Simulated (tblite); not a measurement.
C5H8FO (doublet state).
Atom-mapped SMILES: `[CH2:1]=[CH:2][C@@H:3]([O:4])[CH2:5][CH2:6][F:7]` (hydrogens: H8, H9 on C1; H10 on C2; H11 on C3; H12, H13 on C5; H14, H15 on C6)
Bond orders are those of one Lewis drawing.

Computed with GFN2-xTB (tblite), gas phase: L-BFGS steps from a force-field or distance-geometry start until the largest atomic force falls under 0.01 eV/Å.

Step 35: E = -638.2769 eV
```
atom  x, y, z in Å  |  force x, y, z in eV/Å
C1      2.4443   -0.4478    0.1946   -0.036  -0.033  -0.030
C2      1.5982    0.3477   -0.4402    0.044   0.053   0.034
C3      0.2240    0.7356    0.0551    0.011  -0.041  -0.006
O4     -0.1873    1.9285   -0.2905   -0.016  -0.031   0.024
C5     -0.8133   -0.4082   -0.2642   -0.045  -0.018  -0.008
C6     -2.1631   -0.1029    0.3537   -0.023   0.002   0.020
F7     -2.1227   -0.3609    1.7053   -0.005   0.021   0.005
H8      3.3937   -0.7172   -0.2374    0.002   0.015   0.017
H9      2.2238   -0.8794    1.1582   -0.027   0.020  -0.011
H10     1.8542    0.7979   -1.3890    0.034  -0.006  -0.002
H11     0.2644    0.7009    1.1756    0.019   0.036  -0.018
H12    -0.4351   -1.3582    0.1122    0.013   0.004  -0.038
H13    -0.9124   -0.4495   -1.3484   -0.007  -0.020  -0.007
H14    -2.9556   -0.7334   -0.0617    0.014  -0.014   0.002
H15    -2.4176    0.9548    0.2323    0.024   0.012   0.016
```

Step 36: E = -638.2775 eV
```
atom  x, y, z in Å  |  force x, y, z in eV/Å
C1      2.4410   -0.4491    0.1947   -0.016  -0.028  -0.023
C2      1.5990    0.3504   -0.4402    0.021   0.051   0.013
C3      0.2248    0.7373    0.0532   -0.023  -0.042  -0.001
O4     -0.1906    1.9284   -0.2940   -0.005  -0.044   0.027
C5     -0.8136   -0.4096   -0.2649    0.018   0.010   0.002
C6     -2.1612   -0.1027    0.3555   -0.013  -0.005   0.011
F7     -2.1220   -0.3652    1.7059    0.004   0.025   0.017
H8      3.3906   -0.7206   -0.2355    0.003   0.015   0.019
H9      2.2183   -0.8783    1.1588   -0.028   0.012  -0.013
H10     1.8559    0.8005   -1.3889    0.038  -0.010   0.003
H11     0.2631    0.7025    1.1741    0.016   0.035  -0.024
H12    -0.4320   -1.3586    0.1111    0.003   0.008  -0.036
H13    -0.9125   -0.4510   -1.3492   -0.013  -0.017  -0.002
H14    -2.9527   -0.7322   -0.0614   -0.019  -0.016  -0.010
H15    -2.4124    0.9561    0.2364    0.015   0.006   0.016
```

Step 37: E = -638.2780 eV
```
atom  x, y, z in Å  |  force x, y, z in eV/Å
C1      2.4378   -0.4509    0.1942    0.004  -0.014  -0.009
C2      1.6004    0.3536   -0.4398   -0.002   0.031  -0.008
C3      0.2252    0.7381    0.0515   -0.045  -0.031  -0.001
O4     -0.1934    1.9277   -0.2970   -0.001  -0.038   0.022
C5     -0.8137   -0.4104   -0.2653    0.060   0.025   0.007
C6     -2.1600   -0.1029    0.3572    0.001  -0.009   0.000
F7     -2.1219   -0.3690    1.7067    0.011   0.024   0.023
H8      3.3881   -0.7235   -0.2335    0.005   0.011   0.017
H9      2.2129   -0.8771    1.1590   -0.030   0.000  -0.012
H10     1.8585    0.8024   -1.3889    0.039  -0.006   0.006
H11     0.2624    0.7052    1.1723    0.015   0.029  -0.020
H12    -0.4292   -1.3585    0.1096   -0.005   0.001  -0.028
H13    -0.9130   -0.4523   -1.3496   -0.018  -0.012   0.002
H14    -2.9505   -0.7315   -0.0616   -0.039  -0.011  -0.013
H15    -2.4080    0.9571    0.2408    0.005  -0.002   0.014
```

**Question.** Estimate the geometry and energy of step 38. (The exact step hangs on the optimiser's Hessian estimate; all steps are aligned on step 37, rigid shifts and turns removed.)

**Answer.** E = -638.2784 eV, largest force 0.067 eV/Å
```
atom  x, y, z in Å  |  force x, y, z in eV/Å
C1      2.4347   -0.4528    0.1936    0.017   0.006   0.007
C2      1.6019    0.3570   -0.4395   -0.018   0.000  -0.023
C3      0.2251    0.7382    0.0497   -0.046  -0.013  -0.005
O4     -0.1960    1.9266   -0.2996   -0.004  -0.015   0.014
C5     -0.8130   -0.4108   -0.2656    0.063   0.022   0.006
C6     -2.1589   -0.1035    0.3588    0.012  -0.011  -0.007
F7     -2.1217   -0.3723    1.7077    0.017   0.020   0.021
H8      3.3859   -0.7262   -0.2313    0.007   0.007   0.013
H9      2.2072   -0.8760    1.1588   -0.029  -0.013  -0.011
H10     1.8617    0.8041   -1.3888    0.036   0.002   0.009
H11     0.2621    0.7086    1.1702    0.019   0.021  -0.009
H12    -0.4265   -1.3583    0.1076   -0.007  -0.010  -0.017
H13    -0.9138   -0.4537   -1.3497   -0.020  -0.005   0.003
H14    -2.9494   -0.7308   -0.0620   -0.041   0.000  -0.009
H15    -2.4038    0.9578    0.2455   -0.004  -0.010   0.007
```

The energy changes by -0.0004 eV. The first-order estimate −F·Δx gives -0.0006 eV and the mean of the old and new forces, exact on a quadratic surface, -0.0004 eV. The step makes an angle of 71° with the force vector and moves no atom by more than 0.006 Å.

What follows is the cost of the whole relaxation. The run took 0.35 s wall on an Arm Neoverse V2 with one thread, no GPU (shared host).
